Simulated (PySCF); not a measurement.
F₃OSi, charge -1, multiplicity 1.

```xyz
5

O      0.0000     0.0000     1.7250
Si     0.0000     0.0000     0.1758
F      1.2627     0.7290    -0.6023
F     -1.2627     0.7290    -0.6023
F      0.0000    -1.4580    -0.6023
```
Charge -1, spin multiplicity 1.

The structure is a stationary point at PBE0-D3(BJ)/def2-SVPD. The spin state was assumed, not searched. The isomer is the one that the SMILES or the coordinates give; other isomers of the formula were not compared.

The numbers are results of PySCF with B3LYP/pcSseg-2, not measurements. Non-relativistic, no solvent.

Computed absolute GIAO shielding of each atom: isotropic value and principal components (ppm):
| atom | σ(iso) | σ11 | σ22 | σ33 | span |
|---|---|---|---|---|---|
| O1 | 261.6 | 223.4 | 223.4 | 337.9 | 114.5 |
| Si2 | 428.6 | 349.8 | 349.8 | 586.2 | 236.4 |
| F3 | 338.2 | 295.0 | 299.9 | 419.8 | 124.8 |
| F4 | 338.2 | 295.0 | 299.9 | 419.8 | 124.8 |
| F5 | 338.2 | 295.0 | 299.9 | 419.8 | 124.8 |
